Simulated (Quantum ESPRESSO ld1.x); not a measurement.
Results of a calculation; reference values are marked as such.
One sound ld1.x (Quantum ESPRESSO 7.5) input for the copper ion Cu2+ gives E = -1653.767 hartree in 32 iterations:

```
 &input
    zed=29.0,
    iswitch=1,
    rel=1,
    dft='PBE',
    config='[Ar] 3d9',
    prefix='ld1',
    max_out_wfc=37,
    file_charge='ld1.rho',
 /
```

Changed or added lines, one case at a time, and what came of them:

- xmin=-14.0: usable despite the warning. The mesh starts very near the nucleus, where rounding noise provokes warnings (final residual 7e-15); the energy differs from the default mesh by -1.05e-05 hartree, which is rather the error of the default start.
- isic=1 latt=1: refused. The program stops in ld1_readin with "isic and latter correction not allowed": the two corrections exclude each other.
- dft='HF': refused. The program stops in ld1_setup with "HF not implemented yet": ld1.x has no Hartree-Fock; KLI and OEP are its exact-exchange options.
- lsd=2: refused. The program stops in ld1_readin with "lsd not correct": lsd takes 0 or 1.
- iswitch=5: refused. The program stops in ld1_readin with "wrong iswitch": iswitch takes 1 to 4.
- xmin=-1.0: refused. The program stops in ld1_readin with "wrong xmin": xmin is refused above -2.
- rel=2 cau_fact=23.89: crashed. The program stops in dirsol with "no classical turning point found": with c below Z the Dirac equation of a point nucleus has no 1s solution.
